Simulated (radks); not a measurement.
Task: These are the eigenvalues of the occupied orbitals of an atom or ion with whole-number occupations (eV). All-electron calculation, scalar-relativistic Kohn-Sham, SCAN, spin-polarised, spherical densities, finite nucleus; meta-GGA in the generalised Kohn-Sham scheme; Fermi nuclear charge, rms radius of each element as measured or else 0.836 A^(1/3) + 0.57 fm. Program: a radial shooting solver on a logarithmic mesh with Libxc functionals.

1s: -59534.60

Which element is it, and in what charge state? The configuration may be excited. Open shells, if any, are filled with parallel spins first.

Result: Z = 65, terbium, charge +63: Tb63+ in [He]. The 1s level, -2187.9 hartree, gives Z - s = 66.1 by -(Z - s)^2/2, which with screening and relativity narrows Z to a few neighbours, and with so few levels the electron count can be read from the list.
